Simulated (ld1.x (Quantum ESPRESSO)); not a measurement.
**holmium (Ho): ultrasoft pseudisation with PBEsol, scalar-relativistic reference atom.**

Ho (Z = 67), ultrasoft, made with ld1.x (Quantum ESPRESSO) 7.5 (PBEsol, scalar-relativistic). Core [Kr] 4d10, reference 4f11 5s2 5p6 5d0 6s2 6p0. Waves: 5s (bound): rcut 1.75, rcutus 2.15 bohr; 6s (bound): rcut 1.75, rcutus 2.15 bohr; 5p (bound): rcut 2.00, rcutus 2.25 bohr; 6p (bound, empty): rcut 2.00, rcutus 2.25 bohr; 5d (bound, empty): rcut 3.30, rcutus 3.80 bohr; 5d channel at 2.4 Ry: rcut 3.30, rcutus 3.80 bohr; 4f (bound): rcut 0.75, rcutus 0.90 bohr; 4f channel at 0.95 Ry: rcut 0.75, rcutus 0.90 bohr. Local part: all-electron potential smoothed inside 0.95 bohr (lloc = -1). Core correction: Bessel-smoothed model core inside 0.45 bohr. Augmentation charge: built from norm-conserving waves at rcut, not smoothed further.

Problem. Does the generator finish with these settings?

Solution. Yes, a potential is produced.

Problem. Is the overlap operator S = 1 + Σ q|β⟩⟨β| positive definite (Bessel basis up to 400 Ry)?

Solution. No: its lowest eigenvalue is -0.874, in the p channel, so the generalised eigenproblem breaks down once the basis is large enough.

Its largest configuration-test error is +1578 meV (4f11 5s2 5p6 5d0 6s0 6p0), which is poor. 3 of 7 tests not solved or not reliable. Not counted: 4f10 5s2 5p6 5d0 6s0 6p0 (solver errors, printed error -3368 eV); 4f11 5s2 5p6 5d0 6s0 6p2 (solver errors, printed error -6.2 eV).

A Bessel basis up to 400 Ry misses an occupied level by 0.10 Ry, so cutoffs and ghosts were not judged. Its overlap operator is not positive definite in a basis up to 400 Ry (lowest eigenvalue s -0.34, p -0.87, d -0.14), so the file is unfit for use: the generalised eigenproblem breaks down once the basis is large enough, and its test numbers describe a broken file. The potential misses its own reference levels by up to 1.4 eV, so it is not fit for use.
